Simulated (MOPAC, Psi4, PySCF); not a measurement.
Two rigid molecules brought together: C3H8 ··· H2Se (SMILES CCC and [SeH2]). Monomers: optimised at B3LYP-D3(BJ) (def2-TZVP), held rigid. Orientation: lowest of the rigid-body minima from ten starts at GFN2-xTB. R is the distance of the centres of mass, along which the second monomer moves.

RKS-B3LYP/6-31G* = PySCF 2.14.0 with restricted B3LYP/6-31G*, spherical d, no counterpoise correction; RHF/STO-3G = PySCF 2.14.0 with restricted Hartree-Fock/STO-3G, no counterpoise correction; AM1, restricted, heats of formation (MOPAC); SAPT0/jun-cc-pVDZ, frozen core (Psi4).

Interaction energies in kJ/mol; the last columns give the difference from SAPT0:

```json
[
 {"R / Å": "3.24", "RKS-B3LYP/6-31G*": "25.61", "RHF/STO-3G": "32.47", "AM1": "1.49", "SAPT0/jun-cc-pVDZ": "18.13", "RKS-B3LYP/6-31G* − SAPT0/jun-cc-pVDZ": "7.48", "RHF/STO-3G − SAPT0/jun-cc-pVDZ": "14.34", "AM1 − SAPT0/jun-cc-pVDZ": "-16.64"},
 {"R / Å": "3.41", "RKS-B3LYP/6-31G*": "13.84", "RHF/STO-3G": "17.54", "AM1": "-1.95", "SAPT0/jun-cc-pVDZ": "7.71", "RKS-B3LYP/6-31G* − SAPT0/jun-cc-pVDZ": "6.13", "RHF/STO-3G − SAPT0/jun-cc-pVDZ": "9.83", "AM1 − SAPT0/jun-cc-pVDZ": "-9.65"},
 {"R / Å": "3.64", "RKS-B3LYP/6-31G*": "5.62", "RHF/STO-3G": "7.19", "AM1": "-2.45", "SAPT0/jun-cc-pVDZ": "0.64", "RKS-B3LYP/6-31G* − SAPT0/jun-cc-pVDZ": "4.98", "RHF/STO-3G − SAPT0/jun-cc-pVDZ": "6.55", "AM1 − SAPT0/jun-cc-pVDZ": "-3.09"},
 {"R / Å": "3.82", "RKS-B3LYP/6-31G*": "2.60", "RHF/STO-3G": "3.37", "AM1": "-1.72", "SAPT0/jun-cc-pVDZ": "-1.72", "RKS-B3LYP/6-31G* − SAPT0/jun-cc-pVDZ": "4.33", "RHF/STO-3G − SAPT0/jun-cc-pVDZ": "5.09", "AM1 − SAPT0/jun-cc-pVDZ": "0.01"},
 {"R / Å": "3.99", "RKS-B3LYP/6-31G*": "1.18", "RHF/STO-3G": "1.53", "AM1": "-1.01", "SAPT0/jun-cc-pVDZ": "-2.62", "RKS-B3LYP/6-31G* − SAPT0/jun-cc-pVDZ": "3.80", "RHF/STO-3G − SAPT0/jun-cc-pVDZ": "4.15", "AM1 − SAPT0/jun-cc-pVDZ": "1.60"},
 {"R / Å": "4.19", "RKS-B3LYP/6-31G*": "0.43", "RHF/STO-3G": "0.52", "AM1": "-0.46", "SAPT0/jun-cc-pVDZ": "-2.81", "RKS-B3LYP/6-31G* − SAPT0/jun-cc-pVDZ": "3.24", "RHF/STO-3G − SAPT0/jun-cc-pVDZ": "3.33", "AM1 − SAPT0/jun-cc-pVDZ": "2.35"},
 {"R / Å": "4.53", "RKS-B3LYP/6-31G*": "0.11", "RHF/STO-3G": "0.00", "AM1": "-0.09", "SAPT0/jun-cc-pVDZ": "-2.32", "RKS-B3LYP/6-31G* − SAPT0/jun-cc-pVDZ": "2.43", "RHF/STO-3G − SAPT0/jun-cc-pVDZ": "2.32", "AM1 − SAPT0/jun-cc-pVDZ": "2.23"},
 {"R / Å": "4.83", "RKS-B3LYP/6-31G*": "0.10", "RHF/STO-3G": "-0.07", "AM1": "-0.05", "SAPT0/jun-cc-pVDZ": "-1.74", "RKS-B3LYP/6-31G* − SAPT0/jun-cc-pVDZ": "1.84", "RHF/STO-3G − SAPT0/jun-cc-pVDZ": "1.67", "AM1 − SAPT0/jun-cc-pVDZ": "1.69"},
 {"R / Å": "5.33", "RKS-B3LYP/6-31G*": "0.12", "RHF/STO-3G": "-0.05", "AM1": "-0.07", "SAPT0/jun-cc-pVDZ": "-1.00", "RKS-B3LYP/6-31G* − SAPT0/jun-cc-pVDZ": "1.12", "RHF/STO-3G − SAPT0/jun-cc-pVDZ": "0.95", "AM1 − SAPT0/jun-cc-pVDZ": "0.93"},
 {"R / Å": "6.04", "RKS-B3LYP/6-31G*": "0.08", "RHF/STO-3G": "-0.02", "AM1": "-0.06", "SAPT0/jun-cc-pVDZ": "-0.45", "RKS-B3LYP/6-31G* − SAPT0/jun-cc-pVDZ": "0.53", "RHF/STO-3G − SAPT0/jun-cc-pVDZ": "0.43", "AM1 − SAPT0/jun-cc-pVDZ": "0.40"},
 {"R / Å": "7.01", "RKS-B3LYP/6-31G*": "0.03", "RHF/STO-3G": "-0.01", "AM1": "-0.03", "SAPT0/jun-cc-pVDZ": "-0.17", "RKS-B3LYP/6-31G* − SAPT0/jun-cc-pVDZ": "0.20", "RHF/STO-3G − SAPT0/jun-cc-pVDZ": "0.16", "AM1 − SAPT0/jun-cc-pVDZ": "0.14"},
 {"R / Å": "8.29", "RKS-B3LYP/6-31G*": "0.01", "RHF/STO-3G": "0.00", "AM1": "-0.01", "SAPT0/jun-cc-pVDZ": "-0.05", "RKS-B3LYP/6-31G* − SAPT0/jun-cc-pVDZ": "0.07", "RHF/STO-3G − SAPT0/jun-cc-pVDZ": "0.05", "AM1 − SAPT0/jun-cc-pVDZ": "0.04"}
]
```

RKS-B3LYP/6-31G* is furthest from SAPT0/jun-cc-pVDZ at 3.24 (7.48 kJ/mol, above); its mean absolute difference over the points is 3.01 kJ/mol.

RHF/STO-3G is furthest from SAPT0/jun-cc-pVDZ at 3.24 (14.34 kJ/mol, above); its mean absolute difference over the points is 4.07 kJ/mol.

AM1 is furthest from SAPT0/jun-cc-pVDZ at 3.24 (-16.64 kJ/mol, below); its mean absolute difference over the points is 3.23 kJ/mol.
